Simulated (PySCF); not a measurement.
C2H8Si3.
Geometry (GFN2-xTB, Å), atoms numbered from 1 in this order:
```xyz
13
C2H8Si3 angstrom
C      2.5924    1.5820   -0.5161
C      2.1262    0.5652   -0.0745
Si     1.3640   -0.9639    0.6387
Si    -0.8428   -0.5079    1.1983
Si    -2.1939    0.2393   -0.5229
H      3.0099    2.4663   -0.9062
H      2.2467   -1.3562    1.7473
H      1.4943   -1.9993   -0.3986
H     -1.4247   -1.7227    1.7997
H     -0.8589    0.4545    2.3140
H     -1.6744    1.4772   -1.1077
H     -2.2654   -0.7448   -1.6072
H     -3.5780    0.5107   -0.1256
```

Vertical excitations from PySCF (density fitting, frozen core in the response, grid level 2 and gas phase unless stated; continuum runs use non-equilibrium linear response for the excitations) on a GFN2-xTB geometry. Reference run:

| settings | S1, eV (f) | S2, eV (f) | S3, eV (f) | S4, eV (f) | S5, eV (f) | S6, eV (f) | T1, eV (Tamm–Dancoff) | mean α (au) |
| --- | --- | --- | --- | --- | --- | --- | --- | --- |
| PBE0/def2-SVPD, full TDDFT, 6 singlets | 6.00 (0.013) | 6.23 (0.006) | 6.26 (0.020) | 6.56 (0.075) | 6.76 (0.027) | 6.86 (0.020) | 4.94 | 110.2 |

Task: What do these settings give: KT2/def2-SVPD, grid level 4, TDA, 12 singlets?

Result: 
```json
{"settings": "KT2/def2-SVPD, grid level 4, TDA, 12 singlets", "S1, eV (f)": "5.49 (0.022)", "S2, eV (f)": "5.61 (0.003)", "S3, eV (f)": "5.88 (0.002)", "S4, eV (f)": "5.91 (0.011)", "S5, eV (f)": "6.01 (0.030)", "S6, eV (f)": "6.17 (0.001)", "T1, eV (Tamm–Dancoff)": "4.79", "mean α (au)": "114.9"}
```

S1 moves by -0.51 eV; functional and response scheme change together, so the shift can't be laid on one. States are counted by energy in each run and needn't keep their character from row to row.

KT2 was designed for NMR shieldings or shifts; total energies of different functionals aren't comparable.

Task: Which orbital pairs make up S1 in each run, and how does it sit against the orbital gap?

Result: 
| settings | S1 configurations (weight) | S1 (eV) | orbital gap (eV) | S1 − gap (eV) |
| --- | --- | --- | --- | --- |
| PBE0/def2-SVPD, full TDDFT, 6 singlets | H→L 0.45, H→L+2 0.17, H−1→L+1 0.12 | 6.00 | 7.34 | -1.34 |
| KT2/def2-SVPD, grid level 4, TDA, 12 singlets | H→L 0.93 | 5.49 | 5.34 | +0.15 |

One conformer stands for the species.
